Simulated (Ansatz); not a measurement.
Cost and result for the atomization energy of FH5O3Si2 (`O[SiH](O)O[SiH2]F`) (11 atoms, 10 bonds).

Cartesian coordinates in Å:
```
O -0.611 1.070 2.100
Si 0.361 0.253 1.081
O 1.409 1.218 0.271
O -0.503 -0.470 -0.089
Si -0.563 -1.021 -1.612
F -1.534 -2.282 -1.633
H -1.246 1.689 1.735
H 1.055 -0.735 1.923
H 2.015 1.752 0.785
H -1.152 0.003 -2.499
H 0.769 -1.477 -2.063
```

Charge 0, multiplicity 1. The geometry is a stationary point of PBE0-D4/def2-TZVP. It is one conformer, not always the lowest. Program: Ansatz. All runs use 4 threads of a server CPU on a shared host. Times are those of one run each, without the atoms' runs, and a repeat can differ threefold. Electronic energies, without spin–orbit coupling; frozen cores. CCSD(T)/CBS adds CCSD(T) − MP2 in def2-TZVPP to the MP2 limit, and its time is that of the two runs behind it. T1 = 0.012. HSE06 is the plane-wave form, built on full-range PBE exchange.

CCSD(T)/CBS is a level of theory with its own doubt, some kJ/mol a heavy atom from the limit and from the frozen cores, so smaller differences don't rank the functionals.

| level | functions | wall time |
| --- | --- | --- |
| LDA (SPW92)/def2-TZVPP | 278 | 0.8 s |
| revPBE-D4/def2-TZVPP | 278 | 1.1 s |
| BLYP-D4/def2-TZVPP | 278 | 1.1 s |
| PBE-D4/def2-TZVPP (with forces) | 278 | 1.5 s |
| HSE06-D4/def2-TZVPP | 278 | 2.1 s |
| r2SCANh-D4/def2-TZVPP | 278 | 2.6 s |
| PBE-QIDH/def2-TZVPP | 278 | 3.4 s |
| B97M-V/def2-TZVPP | 278 | 3.7 s |
| ωB97X-V/def2-TZVPP | 278 | 3.7 s |
| CCSD(T)/def2-SVP | 117 | 3.8 s |
| MP2/def2-QZVPP | 518 | 19 s |
| CCSD(T)/def2-TZVPP | 278 | 16 min |
| CCSD(T)/CBS(def2) | – | 16 min |

Problem. What atomization energy does each give, and how far from CCSD(T)/CBS? (Estimate.)

Solution. Ansatz gave: 
```json
{"level": "LDA (SPW92)/def2-TZVPP", "atomization (kcal/mol)": "1193.0", "difference from CCSD(T)/CBS": "134.8", "per bond": "13.5"}
{"level": "revPBE-D4/def2-TZVPP", "atomization (kcal/mol)": "1021.4", "difference from CCSD(T)/CBS": "-36.8", "per bond": "-3.7"}
{"level": "BLYP-D4/def2-TZVPP", "atomization (kcal/mol)": "1042.4", "difference from CCSD(T)/CBS": "-15.8", "per bond": "-1.6"}
{"level": "PBE-D4/def2-TZVPP (with forces)", "atomization (kcal/mol)": "1050.7", "difference from CCSD(T)/CBS": "-7.5", "per bond": "-0.8"}
{"level": "HSE06-D4/def2-TZVPP", "atomization (kcal/mol)": "1030.4", "difference from CCSD(T)/CBS": "-27.8", "per bond": "-2.8"}
{"level": "r2SCANh-D4/def2-TZVPP", "atomization (kcal/mol)": "1040.1", "difference from CCSD(T)/CBS": "-18.1", "per bond": "-1.8"}
{"level": "PBE-QIDH/def2-TZVPP", "atomization (kcal/mol)": "1033.2", "difference from CCSD(T)/CBS": "-25.0", "per bond": "-2.5"}
{"level": "B97M-V/def2-TZVPP", "atomization (kcal/mol)": "1047.9", "difference from CCSD(T)/CBS": "-10.3", "per bond": "-1.0"}
{"level": "ωB97X-V/def2-TZVPP", "atomization (kcal/mol)": "1051.8", "difference from CCSD(T)/CBS": "-6.4", "per bond": "-0.6"}
{"level": "CCSD(T)/def2-SVP", "atomization (kcal/mol)": "957.9", "difference from CCSD(T)/CBS": "-100.3", "per bond": "-10.0"}
{"level": "MP2/def2-QZVPP", "atomization (kcal/mol)": "1075.8", "difference from CCSD(T)/CBS": "17.6", "per bond": "1.8"}
{"level": "CCSD(T)/def2-TZVPP", "atomization (kcal/mol)": "1024.2", "difference from CCSD(T)/CBS": "-34.0", "per bond": "-3.4"}
{"level": "CCSD(T)/CBS(def2)", "atomization (kcal/mol)": "1058.2", "difference from CCSD(T)/CBS": "0.0", "per bond": "0.0"}
```

Leaving LDA and LC-ωPBE aside and taking each functional with its dispersion term where it has one, the values, not all of them listed here, spread over 43.4 kcal/mol, from BHLYP-D4 to CAM-B3LYP-D4. LDA lies +148.1 kcal/mol from PBE without D4, its usual overbinding. From PBE to PBE0 (25 % exact exchange), in def2-TZVPP and without D4, the atomization energy moves by −20.1 kcal/mol: exact exchange takes away binding that semilocal exchange gives to molecules. The D4 term adds +9.2 kcal/mol with B3LYP and +4.8 kcal/mol with PBE0; it sums over pairs of atoms, weighted by their polarisabilities, and B3LYP, whose exchange is more repulsive, gets the larger term.

B3LYP here is the variant with VWN-RPA as its local correlation; programs differ in this.
